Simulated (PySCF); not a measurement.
Ligand exchange on a metal centre used in film growth or etching (Ta Cl-OH). All species are isolated molecules in the gas phase. One relaxed conformer stands for each flexible species; it need not be the lowest.

The numbers are results of TPSSh-D3(BJ)/def2-TZVP // BP86-D3(BJ)/def2-SVP run with PySCF, not measurements. 

```json
[
 {"species": "0 of 5 Cl replaced by OH", "HOMO–LUMO gap (eV)": "___", "coordination number": "5"},
 {"species": "1 of 5 Cl replaced by OH ([Ta(Cl)4(OH)])", "HOMO–LUMO gap (eV)": "4.82", "coordination number": "5"},
 {"species": "2 of 5 Cl replaced by OH", "HOMO–LUMO gap (eV)": "5.01", "coordination number": "5"},
 {"species": "3 of 5 Cl replaced by OH ([Ta(Cl)2(OH)3])", "HOMO–LUMO gap (eV)": "5.49", "coordination number": "5"},
 {"species": "5 of 5 Cl replaced by OH", "HOMO–LUMO gap (eV)": "6.25", "coordination number": "___"}
]
```

Task: Some entries are withheld; supply them.

Result: 
- 0 of 5 Cl replaced by OH, HOMO–LUMO gap (eV): 4.27
- 5 of 5 Cl replaced by OH, coordination number: 5
